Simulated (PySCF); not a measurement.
Planning a geometry optimisation on `ClC1=CC=CC12C=CC=C2`.

Method: PBE0-D3(BJ)/def2-SVP geometry optimisation, gas phase (PySCF 2.14.0). Work: geometry optimisation from a GFN2-xTB start, density fitting. A driver script takes a list of jobs; this job's settings line and coordinates (Å) are shown.

Input:
```
{"job": {"xc": "PBE0", "basis": "def2-SVP", "d3": "d3bj", "grid": 2, "kind": "geom"}, "charge": 0, "multiplicity": 1}
Cl    -0.364399    -2.440121     1.238311
C      0.606321    -1.133871     0.734581
C      1.924514    -0.964983     0.915547
C      2.309021     0.296010     0.315816
C      1.237872     0.889142    -0.224171
C      0.017744     0.034782    -0.015468
C     -1.089564     0.730470     0.732317
C     -2.203011     0.725950    -0.006571
C     -1.942997     0.052860    -1.265799
C     -0.670996    -0.355600    -1.296985
H      2.594497    -1.637926     1.417032
H      3.316073     0.672285     0.319978
H      1.186929     1.828520    -0.740607
H     -0.937890     1.140296     1.712691
H     -3.155216     1.145003     0.265565
H     -2.679799    -0.085055    -2.036605
H     -0.156098    -0.885730    -2.075542
```

Hardware: one thread, AMD EPYC 9R45 (x86_64), shared host with 96 logical CPUs at a one-minute load of 37. PySCF's memory limit was set to 1600 MB.

**Question.** How large is the basis?

**Answer.** 179 functions.

**Question.** Which is nearest to the wall time?
A. 6.0 s
B. 48 s
C. 6.4 min

**Answer.** B. The run took 48 s. The run took 5 energy-and-gradient evaluations and 34 SCF cycles, 9.6 s an evaluation on average.

**Question.** Estimate the peak memory.

**Answer.** About 0.90 GiB. Peak memory is the resident size of the whole Python process, interpreter and libraries included.

**Question.** At this speed, how long would 1000 such jobs take on 32 cores, one job a core?

**Answer.** 1000/32 gives 32 rounds of 48 s, about 26 min of wall time and 13 core-hours, if the jobs don't slow each other.

Times come from a shared host and carry two figures at best.

The run converged: final energy -806.35401 Eh after 4 steps; dipole 1.11 D.
